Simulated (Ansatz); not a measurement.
A series at Si: from `F[Si](Cl)(Cl)S[SiH2]Cl`, ligands are replaced one by one, each step taking up H₂ and setting free HCl; n counts the steps. Ansatz, PBE0-D4/def2-TZVP geometries. Each molecule was computed in one conformer, which needn't be the lowest.

```csv
n,molecule,"HOMO energy, ωB97M-V/def2-TZVPP (eV)"
0,`F[Si](Cl)(Cl)S[SiH2]Cl`,-10.62
1,`F[SiH](Cl)S[SiH2]Cl`,-10.43
2,`F[SiH2]S[SiH2]Cl`,-10.43
3,`F[SiH2]S[SiH3]`,?
```

**Question.** By hand: fit a straight line y = ȳ + b (n − n̄) to the 3 given rows and predict n = 3.

**Answer.** n̄ = 1.000, ȳ = -10.493; Σ(n − n̄)(y − ȳ) = 0.190, Σ(n − n̄)² = 2.000, so b = 0.095 eV a step. Prediction: -10.493 + (0.095) × (2.000) = -10.30 eV.

**Question.** By hand: compare with the computed value, -10.07 eV, and give the steps along the whole series.

**Answer.** The line misses by 0.23 eV (computed minus predicted). Steps: 0.19, 0.00, 0.36 eV.

One step carries most of the change, so a line is a poor guide. The highest orbital can change its character along such a series. The miss is 41.8 % of the series' range.
